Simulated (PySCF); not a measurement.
PySCF input file for SeHBr, SMILES Br[SeH], IEF-PCM-B3LYP/def2-SVP. Geometry optimised at B3LYP-D3(BJ)/def2-TZVP.

```python
import numpy as np
from pyscf import gto, scf, dft
from pyscf.solvent import pcm

mol = gto.M(
    atom='''
    Se    0.04435995    1.17122137    0.00000000
    H    -1.42301869    1.31174253    0.00000000
    Br   -0.00243485   -1.17523626    0.00000000
    ''',
    basis='def2-SVP',
    charge=0,
    spin=0,
    max_memory=1600,
    verbose=3,
)
mf = dft.RKS(mol, xc='b3lyp').density_fit(auxbasis='def2-universal-jkfit')
mf.grids.level = 3
mf.conv_tol = 1e-9
mf.max_cycle = 100
mf.kernel()
res = {}
for name, eps in {'water': 78.355, 'methanol': 32.613, 'benzene': 2.2706}.items():
    s = mf.PCM()
    s.with_solvent.method, s.with_solvent.eps, s.with_solvent.lebedev_order = 'IEF-PCM', eps, 29
    s.kernel(mf.make_rdm1())
    res[name] = (s.e_tot, eps, s.dip_moment(), s.mo_energy, s.converged)
    print(f'{name}: electrostatic solvation free energy {(s.e_tot - mf.e_tot) * 627.509474:.3f} kcal/mol')
```

Log of the run:

```
converged SCF energy = -4975.76685466004

WARN: PCM is an experimental feature. It is still in testing.
Features and APIs may be changed in the future.

converged SCF energy = -4975.77095892358
Dipole moment(X, Y, Z, Debye): -0.99603,  1.50905,  0.00000
water: electrostatic solvation free energy -2.575 kcal/mol

WARN: PCM is an experimental feature. It is still in testing.
Features and APIs may be changed in the future.

converged SCF energy = -4975.77083139468
Dipole moment(X, Y, Z, Debye): -0.98538,  1.49583, -0.00000
methanol: electrostatic solvation free energy -2.495 kcal/mol

WARN: PCM is an experimental feature. It is still in testing.
Features and APIs may be changed in the future.

converged SCF energy = -4975.76862336458
Dipole moment(X, Y, Z, Debye): -0.81285,  1.26283,  0.00000
benzene: electrostatic solvation free energy -1.110 kcal/mol
```

The run converged.
